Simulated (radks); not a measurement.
Spherical quantum dot in the effective-mass picture: electrons in a parabolic well V = omega^2 r^2 / 2 with omega = 2.19, all in effective atomic units (hartree* = m*/eps^2 hartree, bohr* = eps/m* bohr), one dielectric constant everywhere. Calculated with a radial shooting solver with Libxc functionals: non-relativistic Kohn-Sham, r2SCAN, spin-polarised, spherical densities, generalised Kohn-Sham scheme. Levels are named by radial order and angular momentum (1s, 1p, 1d, 2s, ...), and open shells are averaged over m. Results are scaled to m* = 0.05 and eps = 8, for which hartree* = 21.26 meV and bohr* = 8.467 nm.

N = 19, configuration 1s2 1p6 1d10 2s(up 1, down 0). This is the lowest configuration that the search found. Occupied and some empty levels:

| level | occupation | eigenvalue (meV) | <r> (nm) |
|---|---|---|---|
| 1s up | 1 | 352.72 | 8.547 |
| 1s down | 1 | 354.35 | 8.767 |
| 1p up | 3 | 380.37 | 10.96 |
| 1p down | 3 | 380.72 | 10.95 |
| 1d up | 5 | 410.36 | 12.63 |
| 1d down | 5 | 410.78 | 12.60 |
| 2s up | 1 | 414.15 | 11.12 |
| 2s down | 0 | 417.23 | 11.18 |
| 1f up | 0 | 442.92 | 13.96 |
| 1f down | 0 | 443.49 | 13.94 |
| 2p up | 0 | 450.21 | 12.55 |
| 2p down | 0 | 451.30 | 12.64 |
| 1g up | 0 | 477.78 | 15.10 |
| 1g down | 0 | 478.37 | 15.11 |

Energy (meV): total 5101.79, kinetic 874.43, external 1996.5, Hartree 2511.6, exchange-correlation -280.74.
